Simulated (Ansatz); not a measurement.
A nudged elastic band was laid between two geometries of BF2H + Cl (5 atoms, charge 0, multiplicity 2).

Theory: UHF/6-31G* (Ansatz).

```yaml
movable_images: 5
climbing_image: yes
spring: 5.0 eV/Å²
optimiser: quadratic models (default)
start_path: through a guess of the saddle point
force_threshold: 0.05 eV/Å
iteration_limit: 60
end_points: relaxed
```

Initial state:

```xyz
5
Properties=species:S:1:pos:R:3
B 0.000 0.009 -0.353
H 0.000 0.061 0.827
F 1.119 -0.021 -1.024
F -1.119 -0.021 -1.024
Cl 0.000 -0.029 4.804
```

Final state:

```xyz
5
Properties=species:S:1:pos:R:3
B 0.000 -0.004 -0.488
H 0.000 0.007 2.350
F 1.131 -0.008 -1.125
F -1.131 -0.008 -1.125
Cl 0.000 0.012 3.618
```

Task: Which bonds break or form, and what moves?

Result: Bonds broken: B1–H2. Bonds formed: H2–Cl5. BF2H + Cl becomes BF2 + ClH.

Task: What energy profile does the band end with?

Result: The run converged. The highest image is number 4 of 0 to 6, 29.7 kcal/mol above the first end and 7.6 kcal/mol above the last; the last end lies 22.1 kcal/mol above the first. A vibrational analysis at the climbing image gives one clearly imaginary mode, 1357i cm⁻¹: a first-order saddle point.

```csv
image,path coordinate (Å),energy (kcal/mol),B1–H2 (Å),H2–Cl5 (Å)
0,0.00,0.0,1.18,3.98
1,0.54,0.1,1.18,3.38
2,1.09,0.7,1.18,2.79
3,1.63,4.4,1.19,2.18
4,2.18,29.7,1.63,1.41
5,2.81,23.6,2.26,1.28
6,3.45,22.1,2.84,1.27
```

Task: What is the geometry of the highest image?

Result: 
```xyz
5
Properties=species:S:1:pos:R:3
B 0.000 -0.001 -0.040
H 0.000 0.001 1.586
F 1.134 -0.002 -0.655
F -1.134 -0.002 -0.655
Cl 0.000 0.004 2.995
```

Task: What are the harmonic wavenumbers there?

Result: 1357i, 88, 236, 346, 621, 855, 902, 1256, 1599 cm⁻¹.

Run time: 3.3 min on 1 thread of Arm Neoverse V2, with other jobs on the host, peak memory 0.17 GiB.
